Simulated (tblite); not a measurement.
Compound: C8H12O3.
SMILES with atom numbers: `[CH3:1][C:2](=[O:3])[O:4][CH2:5][O:6][C@@H:7]1[CH2:8][C@H:9]2[CH2:10][C@@H:11]12` (hydrogens: H12, H13, H14 on C1; H15, H16 on C5; H17 on C7; H18, H19 on C8; H20 on C9; H21, H22 on C10; H23 on C11)

Cartesian coordinates in Å at the GFN2-xTB level; atoms count from 1:
```xyz
23
C8H12O3 angstrom
C      2.7313   -0.0440   -1.8709
C      1.9667    0.7691   -0.8624
O      1.3665    1.7806   -1.1030
O      2.0623    0.2223    0.3626
C      1.3634    0.8495    1.4356
O      0.1829    0.2144    1.7479
C     -0.8379    0.3243    0.7698
C     -2.1924   -0.1438    1.3398
C     -2.2378   -1.2477    0.2911
C     -2.1340   -0.6456   -1.0750
C     -0.8985   -0.8181   -0.2497
H      3.5574    0.5547   -2.2490
H      2.0787   -0.2802   -2.7080
H      3.1105   -0.9521   -1.4141
H      2.0084    0.7597    2.3139
H      1.2014    1.9073    1.1667
H     -0.8209    1.3295    0.3285
H     -3.0034    0.5824    1.3105
H     -2.0632   -0.5180    2.3517
H     -2.6266   -2.2371    0.4633
H     -2.5174    0.3483   -1.2556
H     -2.2501   -1.3196   -1.9110
H     -0.0520   -1.4093   -0.5548
```

Computed values, GFN2-xTB/tblite, gas phase, harmonic and unscaled. Errors from tens to a few hundred cm⁻¹ against measured bands are possible. One conformer, not necessarily the lowest.

Harmonic wavenumbers (cm⁻¹): 33.9, 48.0, 53.8, 62.5, 126.4, 142.4, 250.4, 291.1, 355.3, 389.1, 418.8, 445.3, 553.3, 606.4, 634.3, 724.5, 828.7, 857.7, 873.2, 911.7, 926.8, 953.1, 974.9, 996.7, 1005.4, 1009.7, 1011.5, 1029.3, 1055.9, 1060.7, 1069.7, 1084.1, 1115.7, 1122.1, 1146.3, 1182.5, 1198.3, 1207.4, 1229.9, 1253.4, 1267.7, 1324.2, 1342.8, 1364.4, 1369.9, 1416.0, 1440.4, 1445.7, 1451.9, 1473.4, 1786.8, 2850.0, 2882.6, 2975.8, 2992.8, 3030.8, 3038.8, 3040.8, 3070.6, 3072.9, 3090.2, 3095.7, 3108.7.

A = 1903, B = 785.2, C = 646.7 MHz; mass 156.079 u (most abundant isotopes); point group C1, symmetry number 1.

Q: Zero-point energy?

A: Half the sum of the wavenumbers: 41087 cm⁻¹ = 491.50 kJ/mol.

Q: What is S at 298.15 K and 1 bar for an ideal gas of classical rigid rotors and harmonic oscillators?

A: Translation 171.84, rotation 126.30, vibration 151.79: S = 449.9 J/(mol K).

Q: And Cp and H(298.15 K) − H(0)?

A: Cp = 177.22 J/(mol K), of which vibrations give 143.96 (their classical limit is 63 R = 523.8); H(298.15 K) − H(0) = 31.77 kJ/mol without the zero-point energy, 21.86 from vibrations.

Q: Blend soft modes into free rotors: weight 1/[1 + (100 cm⁻¹/ν̃)⁴] for the oscillator and the rest for a rotor with moment μB/(μ + B), μ = h/(8π²ν), B = 10⁻⁴⁴ kg m². What vibrational entropy results?

A: 130.67 J/(mol K) in place of 151.79, which changes −T·S at 298.15 K by +6.30 kJ/mol.

Q: What must be added to the electronic energy to get the Gibbs energy at 298.15 K and 1 bar?

A: ZPE + [H(298.15 K) − H(0)] − T·S = 491.50 + 31.77 − 134.15 = 389.12 kJ/mol.

Q: Which modes carry the vibrational entropy at 298.15 K?

A: 33.9 cm⁻¹: 23.38; 48.0 cm⁻¹: 20.49; 53.8 cm⁻¹: 19.55; 62.5 cm⁻¹: 18.31; 126.4 cm⁻¹: 12.55; 142.4 cm⁻¹: 11.60 J/(mol K); the other 57 give 45.91 together.

Hindered rotation and anharmonicity are outside this model. Other conformers, if any are populated, would add a mixing term that is left out. The structure is chiral; the term R ln 2 for an equal mix with its mirror image is left out.
